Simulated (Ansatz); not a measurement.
Two members of one family (Series SnH3X), computed with Ansatz in the gas phase; def2 core potentials for Sn, no spin–orbit coupling. The two geometries come from different levels. Binding counts from free atoms in the multiplicity of their measured ground term, without zero-point energy. A dash marks a value that wasn't run or was left out as unsound. The structures are stationary points that may keep the symmetry of their start.

First: SnH3(NHEt) (singlet, charge 0, PBE-D4/def2-SVP geometry).

| atom | x (Å) | y (Å) | z (Å) |
| --- | --- | --- | --- |
| Sn1 | -1.7038 | 0.7551 | 0.8819 |
| H2 | -2.1100 | 1.1040 | 2.5243 |
| H3 | -1.5193 | 2.2443 | -0.0043 |
| H4 | -2.8893 | -0.2345 | 0.1077 |
| N5 | -0.0221 | -0.4510 | 0.9951 |
| C6 | 0.5765 | -0.9815 | -0.2254 |
| C7 | 1.3327 | 0.0206 | -1.1072 |
| H8 | 0.6941 | -0.0375 | 1.6057 |
| H9 | 1.2696 | -1.8100 | 0.0532 |
| H10 | -0.2278 | -1.4655 | -0.8236 |
| H11 | 0.6623 | 0.8278 | -1.4697 |
| H12 | 1.7783 | -0.4735 | -1.9957 |
| H13 | 2.1587 | 0.5018 | -0.5421 |

| level | HOMO (eV) | LUMO (eV) | gap (eV) | vertical triplet (eV) | binding per atom (eV) |
| --- | --- | --- | --- | --- | --- |
| PBE-D4/def2-SVP | -4.96 | -0.60 | 4.36 | – | 3.45 |
| r2SCAN-D4/def2-TZVP | -5.43 | -0.57 | 4.86 | 4.37 | 3.39 |
| PBE0-D4/def2-SVP | -6.34 | 0.24 | 6.59 | – | 3.41 |
| PBE0-D4/def2-TZVP | -6.50 | -0.13 | 6.37 | 4.49 | 3.39 |
| BHLYP-D4/def2-TZVP | -7.76 | 0.57 | 8.34 | – | 3.32 |

Second: SnPhH3 (singlet, charge 0, r2SCAN-D4/def2-SVP geometry).

Cartesian coordinates in Å:
```
Sn 0.768 -1.318 2.188
C 0.146 -0.248 0.430
C 1.047 0.579 -0.262
C 0.648 1.262 -1.415
C -0.659 1.129 -1.892
C -1.566 0.311 -1.211
C -1.166 -0.373 -0.059
H 2.074 0.700 0.100
H 1.361 1.904 -1.941
H -0.972 1.664 -2.793
H -2.591 0.205 -1.579
H -1.893 -1.005 0.464
H -0.567 -1.474 3.251
H 2.038 -0.451 2.946
H 1.332 -2.883 1.773
```

Question: Estimate the same table for the second.

Answer: 
```json
{"level": "PBE-D4/def2-SVP", "HOMO (eV)": "-6.30", "LUMO (eV)": "-1.35", "gap (eV)": "4.95", "vertical triplet (eV)": "–", "binding per atom (eV)": "4.54"}
{"level": "r2SCAN-D4/def2-TZVP", "HOMO (eV)": "-6.54", "LUMO (eV)": "-1.31", "gap (eV)": "5.23", "vertical triplet (eV)": "4.12", "binding per atom (eV)": "4.39"}
{"level": "PBE0-D4/def2-SVP", "HOMO (eV)": "-7.31", "LUMO (eV)": "-0.48", "gap (eV)": "6.82", "vertical triplet (eV)": "–", "binding per atom (eV)": "4.47"}
{"level": "PBE0-D4/def2-TZVP", "HOMO (eV)": "-7.33", "LUMO (eV)": "-0.59", "gap (eV)": "6.73", "vertical triplet (eV)": "4.24", "binding per atom (eV)": "4.42"}
{"level": "BHLYP-D4/def2-TZVP", "HOMO (eV)": "-8.09", "LUMO (eV)": "0.42", "gap (eV)": "8.51", "vertical triplet (eV)": "–", "binding per atom (eV)": "4.24"}
```
